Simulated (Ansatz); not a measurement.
AlBGeH₄ (`[BH]1[AlH][GeH2]1`) at its PBE0-D4/def2-TZVP geometry, where that method's forces vanish. The species carries charge 0 and has multiplicity 1.

```
atom   x (Å)   y (Å)   z (Å)
  B1  -0.250   1.273  -0.352
 Al2  -0.226  -0.539  -1.196
 Ge3   0.259   0.176   1.139
  H4  -0.422   2.441  -0.446
  H5  -0.292  -1.815  -2.125
  H6   0.662  -0.221   2.567
  H7   0.270  -1.315   0.413
```

Q: For each bond, give half the difference of the two atoms' forces along it (eV/Å; positive pushes the atoms apart) under PBE-D4, r2SCAN-D4, B3LYP-D4, ωB97M-V in def2-TZVPP. (An estimate is asked.)

A: The calculation gave: 
| bond | length (Å) | PBE-D4 | r2SCAN-D4 | B3LYP-D4 | ωB97M-V |
| --- | --- | --- | --- | --- | --- |
| B1–Al2 | 1.999 | 0.01 | 0.03 | 0.12 | 0.06 |
| B1–Ge3 | 1.920 | 0.09 | 0.06 | 0.20 | -0.01 |
| B1–H4 | 1.185 | 0.03 | -0.06 | -0.15 | -0.06 |
| Al2–Ge3 | 2.491 | 0.12 | -0.03 | 0.22 | 0.09 |
| Al2–H5 | 1.580 | 0.05 | -0.01 | -0.14 | -0.16 |
| Ge3–H6 | 1.535 | 0.07 | -0.02 | -0.11 | -0.12 |
| Ge3–H7 | 1.658 | 0.15 | -0.03 | 0.05 | -0.05 |

B3LYP here is the variant with VWN-RPA as its local correlation; programs differ in this.

Computed with Ansatz.
